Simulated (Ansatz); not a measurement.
A run for Ansatz (an electronic-structure program): R-wB97M-V/def2-TZVPP on O2Ti (SMILES [O]=[Ti]=[O]), atoms moved off the minimum.

Ansatz 0.2 input:
```yaml
crystal:
  periodic: [false, false, false]
  atoms:
    - {symbol: Ti, position_ang: [0.22918425, -0.17326174, 0.15094264]}
    - {symbol: O, position_ang: [0.67317944, 0.43187043, -1.30885012]}
    - {symbol: O, position_ang: [-1.27633874, 0.15940465, 0.42132255]}
basis:
  gaussian:
    orbitals: def2-TZVPP
hamiltonian:
  xc: {name: wB97M-V}
scf: {lower_state_search: off}
output: {forces: true}
```

The head of its log:

```
WARN ansatz: RAYON_NUM_THREADS=1 ignored (pool sized by the plan → 1); use --threads N
Functional definition: wB97M-V
these checks for a lower state are left out or cut short: stability, starts, cluster_reference, orbital_swaps, neighbouring_geometries, increment
integrals: 0.06 GiB planned
766 factors; their error is unknown
integrals: 0.10 GiB planned
135 factors; integrals over basis functions are off by at most 9.0e-4 eV
mean field: 0.56 GiB planned
mean field evaluation 1: about -27188.8699 eV, gradient 1.0e2 eV
mean field evaluation 2: about -26834.8980 eV, gradient 4.9e2 eV
```

**Question.** Give the final energy of this run.

**Answer.** -999.9123 hartree.
